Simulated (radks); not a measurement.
Results of a calculation; reference values are marked as such.
Ionisation of the gadolinium ion Gd9+, [Kr] 4d10 4f5 5s2 5p2, to [Kr] 4d10 4f5 5s2 5p1 as the strength of local exchange is varied. Code: a radial shooting solver on a logarithmic mesh with Libxc functionals. Model: scalar-relativistic Kohn-Sham, Slater X-alpha exchange (alpha = 2/3 is LDA exchange), no correlation, spin-polarised, spherical densities, point nucleus; open shells are filled with parallel spins first (spin-orbit coupling, left out, can overturn this in heavy ions).

alpha  E(Gd9+) (hartree)  exchange (hartree)  IE (eV)  -e of the level emptied (eV)  <r> of it (bohr)
0.62         -11219.5530           -213.7528   155.45                   147.21 (5p)             1.315
0.667        -11235.8299           -230.2678   156.85                   148.63 (5p)             1.309
0.679        -11239.9892           -234.4913   157.21                   149.00 (5p)             1.308
0.71         -11250.7408           -245.4155   158.15                   149.94 (5p)             1.304
0.721        -11254.5582           -249.2963   158.48                   150.27 (5p)             1.303
0.796        -11280.6179           -275.8206   160.75                   152.56 (5p)             1.294
1.005        -11353.5335           -350.3211   167.14                   159.02 (5p)             1.270

NIST Atomic Spectra Database: 165 +/- 8 eV (theoretical). The Delta-SCF value meets it near alpha = 0.94. Open shells are spherical and high-spin; term and fine-structure splittings are not resolved. Spin-orbit splitting is averaged out at the scalar-relativistic level.
